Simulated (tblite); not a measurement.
Record of a relaxation.

Compound: C₅H₅BO₂.
SMILES with atom numbers: `[CH:1]#[C:2][B@@H-:3]1[O:4][CH:5]=[CH:6][CH:7]=[O+:8]1` (hydrogens: H9 on C1; H10 on B3; H11 on C5; H12 on C6; H13 on C7)
Bond orders are those of one Lewis drawing.

Computed with GFN2-xTB (tblite), gas phase: L-BFGS steps from a force-field or distance-geometry start until the largest atomic force falls under 0.01 eV/Å. 12 of its 79 geometries are shown.

Step 0: E = -613.3072 eV, largest atomic force 5.147 eV/Å
```
atom  x, y, z in Å  |  force x, y, z in eV/Å
C1      2.953   -1.398    0.434   -1.636   1.044  -0.722
C2      2.007   -0.766   -0.015    2.238  -1.746   1.402
B3      0.826    0.026   -0.564   -0.045   0.659  -0.267
O4      0.428    1.121    0.394   -4.107   1.928   1.614
C5     -0.912    1.427    0.660    4.959  -0.912  -1.033
C6     -1.893    0.631    0.219   -0.999  -2.333  -1.328
C7     -1.545   -0.609   -0.495    1.468   1.709   0.869
O8     -0.343   -0.892   -0.805   -2.441  -0.327   0.078
H9      3.768   -1.947    0.822   -0.114   0.123  -0.105
H10     1.126    0.532   -1.596   -0.128   0.118  -0.457
H11    -1.154    2.317    1.217    0.566   0.105   0.183
H12    -2.926    0.867    0.435    0.126  -0.200  -0.125
H13    -2.341   -1.308   -0.724    0.113  -0.169  -0.108
```

Step 7: E = -613.9680 eV, largest atomic force 0.386 eV/Å
```
atom  x, y, z in Å  |  force x, y, z in eV/Å
C1      2.947   -1.399    0.441   -0.327   0.192  -0.074
C2      2.003   -0.775    0.031    0.118  -0.084   0.193
B3      0.827    0.039   -0.568   -0.042   0.074   0.007
O4      0.370    1.187    0.423    0.132  -0.119  -0.216
C5     -0.853    1.398    0.626    0.082   0.015  -0.011
C6     -1.898    0.594    0.191   -0.010   0.080   0.019
C7     -1.553   -0.576   -0.469    0.053  -0.139  -0.115
O8     -0.387   -0.904   -0.808    0.108   0.015   0.009
H9      3.765   -1.942    0.813    0.052  -0.037   0.007
H10     1.105    0.554   -1.612   -0.094   0.039   0.048
H11    -1.091    2.284    1.214    0.069   0.059   0.134
H12    -2.914    0.842    0.423   -0.064  -0.048  -0.005
H13    -2.326   -1.302   -0.723   -0.075  -0.047   0.004
```

Step 14: E = -613.9824 eV, largest atomic force 0.076 eV/Å
```
atom  x, y, z in Å  |  force x, y, z in eV/Å
C1      2.925   -1.391    0.457   -0.048   0.036  -0.003
C2      1.988   -0.758    0.054    0.027  -0.006  -0.003
B3      0.822    0.050   -0.570   -0.019  -0.009  -0.048
O4      0.375    1.185    0.388    0.052   0.050   0.025
C5     -0.842    1.397    0.623    0.005  -0.016  -0.006
C6     -1.889    0.594    0.185   -0.011   0.000   0.003
C7     -1.548   -0.580   -0.478    0.002  -0.029   0.011
O8     -0.383   -0.915   -0.812    0.032   0.045  -0.003
H9      3.752   -1.938    0.808   -0.008  -0.014   0.040
H10     1.087    0.563   -1.614    0.009  -0.016  -0.046
H11    -1.055    2.274    1.241    0.005  -0.048   0.013
H12    -2.910    0.826    0.420   -0.026   0.000   0.016
H13    -2.328   -1.306   -0.721   -0.019   0.007   0.003
```

Step 21: E = -613.9882 eV, largest atomic force 0.075 eV/Å
```
atom  x, y, z in Å  |  force x, y, z in eV/Å
C1      2.897   -1.374    0.483    0.020  -0.023  -0.023
C2      1.984   -0.736    0.037    0.002  -0.021  -0.010
B3      0.824    0.062   -0.607   -0.016  -0.005  -0.005
O4      0.388    1.201    0.359   -0.022   0.032  -0.022
C5     -0.827    1.388    0.628   -0.067   0.005   0.008
C6     -1.879    0.590    0.190   -0.013   0.002   0.032
C7     -1.543   -0.581   -0.480    0.001   0.009  -0.024
O8     -0.377   -0.904   -0.824   -0.039  -0.048  -0.043
H9      3.708   -1.934    0.848    0.015  -0.007   0.070
H10     1.089    0.547   -1.664   -0.017   0.048   0.006
H11    -1.043    2.234    1.287    0.049  -0.009  -0.028
H12    -2.900    0.817    0.438    0.027  -0.002   0.038
H13    -2.325   -1.308   -0.714    0.059   0.018   0.001
```

Step 28: E = -613.9934 eV, largest atomic force 0.088 eV/Å
```
atom  x, y, z in Å  |  force x, y, z in eV/Å
C1      2.878   -1.371    0.495   -0.034   0.014   0.028
C2      1.983   -0.731    0.013   -0.029  -0.004  -0.014
B3      0.825    0.066   -0.646    0.020   0.043   0.016
O4      0.389    1.217    0.318    0.022  -0.042   0.025
C5     -0.818    1.382    0.631   -0.003  -0.015   0.002
C6     -1.874    0.578    0.208    0.029   0.006   0.029
C7     -1.537   -0.579   -0.488   -0.039   0.017   0.018
O8     -0.376   -0.894   -0.857   -0.058  -0.004  -0.007
H9      3.664   -1.925    0.922   -0.017   0.022  -0.015
H10     1.081    0.558   -1.701    0.030   0.010  -0.010
H11    -1.015    2.209    1.318    0.004   0.000  -0.069
H12    -2.889    0.800    0.484    0.059  -0.064   0.010
H13    -2.316   -1.311   -0.716    0.015   0.016  -0.015
```

Step 35: E = -614.0041 eV, largest atomic force 0.192 eV/Å
```
atom  x, y, z in Å  |  force x, y, z in eV/Å
C1      2.787   -1.340    0.557    0.121  -0.080   0.091
C2      1.953   -0.723   -0.046   -0.161   0.086  -0.058
B3      0.825    0.093   -0.733    0.056  -0.071  -0.018
O4      0.416    1.220    0.253   -0.014   0.012  -0.082
C5     -0.773    1.354    0.637   -0.022   0.017   0.008
C6     -1.835    0.533    0.272    0.022  -0.047   0.022
C7     -1.530   -0.581   -0.504    0.003  -0.016   0.017
O8     -0.392   -0.861   -0.962    0.061   0.097  -0.043
H9      3.534   -1.874    1.070    0.011  -0.017  -0.021
H10     1.098    0.596   -1.778   -0.003  -0.033   0.038
H11    -0.942    2.184    1.323   -0.060   0.040   0.041
H12    -2.833    0.705    0.629    0.025   0.019   0.009
H13    -2.313   -1.306   -0.735   -0.039  -0.009  -0.003
```

Step 43: E = -614.0145 eV, largest atomic force 0.194 eV/Å
```
atom  x, y, z in Å  |  force x, y, z in eV/Å
C1      2.680   -1.303    0.635    0.109  -0.115   0.012
C2      1.887   -0.725   -0.056   -0.141   0.096  -0.092
B3      0.820    0.110   -0.824    0.071   0.038   0.016
O4      0.423    1.271    0.139   -0.010   0.024  -0.048
C5     -0.728    1.336    0.639   -0.035  -0.013   0.014
C6     -1.766    0.451    0.372   -0.078   0.019  -0.037
C7     -1.513   -0.585   -0.518   -0.036   0.015  -0.032
O8     -0.421   -0.786   -1.107    0.181   0.008   0.025
H9      3.403   -1.832    1.190   -0.044   0.026  -0.006
H10     1.156    0.601   -1.854    0.043  -0.076   0.050
H11    -0.899    2.165    1.329    0.025   0.026  -0.007
H12    -2.740    0.589    0.799   -0.030  -0.033   0.096
H13    -2.307   -1.292   -0.763   -0.055  -0.015   0.008
```

Step 50: E = -614.0256 eV, largest atomic force 0.102 eV/Å
```
atom  x, y, z in Å  |  force x, y, z in eV/Å
C1      2.623   -1.303    0.652   -0.070   0.053  -0.051
C2      1.829   -0.717   -0.034    0.071   0.005   0.048
B3      0.821    0.134   -0.856   -0.016  -0.009  -0.017
O4      0.400    1.325    0.051   -0.021   0.003   0.018
C5     -0.719    1.335    0.628    0.031   0.020  -0.018
C6     -1.734    0.408    0.421    0.009   0.004   0.002
C7     -1.504   -0.579   -0.531    0.012  -0.005  -0.007
O8     -0.430   -0.733   -1.170    0.015  -0.004   0.012
H9      3.331   -1.815    1.237    0.008  -0.056   0.014
H10     1.235    0.570   -1.879   -0.015   0.006   0.003
H11    -0.880    2.167    1.318   -0.017   0.000  -0.019
H12    -2.675    0.490    0.932    0.005  -0.028   0.001
H13    -2.301   -1.280   -0.788   -0.011   0.013   0.014
```

Step 57: E = -614.0276 eV, largest atomic force 0.045 eV/Å
```
atom  x, y, z in Å  |  force x, y, z in eV/Å
C1      2.608   -1.303    0.660   -0.018  -0.007  -0.003
C2      1.832   -0.698   -0.029   -0.023  -0.008  -0.006
B3      0.824    0.141   -0.864   -0.015   0.031  -0.001
O4      0.395    1.341    0.031   -0.013   0.002   0.013
C5     -0.716    1.338    0.623   -0.007   0.013  -0.009
C6     -1.721    0.396    0.434    0.014  -0.013   0.005
C7     -1.496   -0.579   -0.531    0.020  -0.035   0.021
O8     -0.427   -0.727   -1.180    0.012   0.002   0.017
H9      3.300   -1.836    1.246    0.001  -0.016   0.001
H10     1.239    0.571   -1.887    0.002   0.012  -0.015
H11    -0.887    2.175    1.304    0.006   0.013   0.000
H12    -2.654    0.453    0.962    0.005   0.023  -0.004
H13    -2.302   -1.271   -0.787    0.015  -0.019  -0.017
```

Step 64: E = -614.0293 eV, largest atomic force 0.051 eV/Å
```
atom  x, y, z in Å  |  force x, y, z in eV/Å
C1      2.588   -1.312    0.660    0.005  -0.012   0.008
C2      1.829   -0.681   -0.025    0.024  -0.017   0.001
B3      0.827    0.157   -0.867   -0.009   0.008   0.027
O4      0.387    1.362    0.016   -0.004  -0.001  -0.001
C5     -0.719    1.346    0.618    0.011  -0.009  -0.007
C6     -1.708    0.385    0.446    0.002  -0.011  -0.022
C7     -1.481   -0.589   -0.521    0.003   0.013  -0.006
O8     -0.413   -0.727   -1.173   -0.039   0.022  -0.009
H9      3.268   -1.865    1.242   -0.018   0.004  -0.008
H10     1.238    0.579   -1.895    0.014   0.017  -0.015
H11    -0.898    2.189    1.290   -0.006   0.002  -0.003
H12    -2.639    0.439    0.979   -0.006  -0.001  -0.006
H13    -2.283   -1.282   -0.788    0.025  -0.014   0.042
```

Step 71: E = -614.0314 eV, largest atomic force 0.045 eV/Å
```
atom  x, y, z in Å  |  force x, y, z in eV/Å
C1      2.546   -1.328    0.662    0.027  -0.001   0.001
C2      1.825   -0.665   -0.033   -0.044   0.001  -0.008
B3      0.832    0.184   -0.877    0.024  -0.012  -0.010
O4      0.383    1.384    0.000    0.010   0.008   0.004
C5     -0.720    1.355    0.608   -0.005   0.015  -0.002
C6     -1.692    0.372    0.458   -0.008   0.020  -0.002
C7     -1.460   -0.599   -0.510    0.001  -0.004   0.014
O8     -0.406   -0.703   -1.190    0.014  -0.035  -0.015
H9      3.208   -1.901    1.247   -0.013   0.000  -0.001
H10     1.250    0.605   -1.903    0.006   0.012  -0.002
H11    -0.911    2.205    1.267   -0.010  -0.004   0.010
H12    -2.616    0.414    1.002   -0.004  -0.013   0.004
H13    -2.244   -1.321   -0.749    0.002   0.012   0.007
```

Step 78: E = -614.0318 eV, largest atomic force 0.009 eV/Å
```
atom  x, y, z in Å  |  force x, y, z in eV/Å
C1      2.544   -1.329    0.659    0.004  -0.002   0.001
C2      1.822   -0.665   -0.033   -0.007   0.004  -0.003
B3      0.833    0.187   -0.879    0.002  -0.001   0.000
O4      0.382    1.388   -0.001   -0.001   0.000   0.000
C5     -0.721    1.359    0.606    0.001  -0.001   0.000
C6     -1.690    0.373    0.457    0.002   0.001   0.002
C7     -1.455   -0.601   -0.507    0.000   0.003   0.001
O8     -0.403   -0.705   -1.190    0.001  -0.002  -0.001
H9      3.197   -1.908    1.247    0.000   0.000   0.001
H10     1.252    0.611   -1.903   -0.002  -0.001   0.003
H11    -0.914    2.208    1.266    0.000  -0.002  -0.001
H12    -2.613    0.409    1.003    0.000   0.000  -0.002
H13    -2.239   -1.326   -0.741    0.001   0.000   0.000
```

**Question.** Summarise the path.

**Answer.** The energy falls by 69.91 kJ/mol from step 0 to step 78; nine tenths of that is first reached at step 6. It rises by more than 0.2 meV at step 2. The largest force goes from 5.147 to 0.009 eV/Å. Among the bonds O4–C5 changes most, from 1.400 to 1.259 Å; the atoms move by 0.426 Å rms after alignment.

**Question.** Follow the three bonds and two angles with the largest change from start to end.

**Answer.** 
| step | E above end (kJ/mol) | largest force (eV/Å) | O4–C5 (Å) | C6–C7 (Å) | C5=C6 (Å) | C2–B3–H10 (°) | O4–C5–C6 (°) |
| --- | --- | --- | --- | --- | --- | --- | --- |
| 0 | 69.91 | 5.147 | 1.400 | 1.472 | 1.338 | 109.8 | 120.6 |
| 3 | 14.48 | 1.785 | 1.292 | 1.390 | 1.378 | 110.8 | 123.7 |
| 7 | 6.15 | 0.386 | 1.258 | 1.386 | 1.388 | 112.8 | 125.7 |
| 10 | 5.05 | 0.097 | 1.259 | 1.391 | 1.391 | 114.4 | 125.7 |
| 14 | 4.76 | 0.076 | 1.258 | 1.391 | 1.390 | 114.2 | 124.9 |
| 17 | 4.57 | 0.075 | 1.258 | 1.391 | 1.390 | 114.0 | 125.1 |
| 20 | 4.30 | 0.072 | 1.258 | 1.391 | 1.392 | 114.1 | 125.3 |
| 24 | 3.99 | 0.079 | 1.258 | 1.390 | 1.389 | 114.8 | 125.3 |
| 27 | 3.77 | 0.079 | 1.258 | 1.391 | 1.391 | 115.2 | 125.3 |
| 31 | 3.27 | 0.122 | 1.257 | 1.390 | 1.392 | 115.8 | 125.0 |
| 34 | 2.76 | 0.101 | 1.258 | 1.391 | 1.391 | 116.2 | 125.3 |
| 37 | 2.49 | 0.083 | 1.258 | 1.392 | 1.391 | 116.6 | 125.3 |
| 41 | 1.95 | 0.113 | 1.258 | 1.390 | 1.390 | 117.6 | 125.0 |
| 44 | 1.56 | 0.192 | 1.259 | 1.392 | 1.392 | 116.7 | 125.2 |
| 47 | 0.75 | 0.144 | 1.258 | 1.391 | 1.392 | 115.4 | 125.3 |
| 51 | 0.56 | 0.048 | 1.259 | 1.390 | 1.391 | 115.5 | 125.1 |
| 54 | 0.49 | 0.066 | 1.258 | 1.390 | 1.391 | 115.4 | 125.0 |
| 58 | 0.38 | 0.051 | 1.259 | 1.390 | 1.390 | 115.7 | 125.1 |
| 61 | 0.31 | 0.048 | 1.259 | 1.390 | 1.391 | 115.7 | 125.1 |
| 64 | 0.23 | 0.051 | 1.259 | 1.391 | 1.391 | 116.0 | 125.1 |
| 68 | 0.15 | 0.051 | 1.259 | 1.390 | 1.391 | 116.2 | 125.2 |
| 71 | 0.03 | 0.045 | 1.259 | 1.390 | 1.391 | 116.0 | 125.2 |
| 75 | 0.00 | 0.016 | 1.259 | 1.391 | 1.390 | 116.3 | 125.1 |
| 78 | 0.00 | 0.009 | 1.259 | 1.390 | 1.390 | 116.2 | 125.1 |

What follows is the cost of the whole relaxation. The run took 0.71 s of wall time on Arm Neoverse N1, one thread, no GPU (shared host).
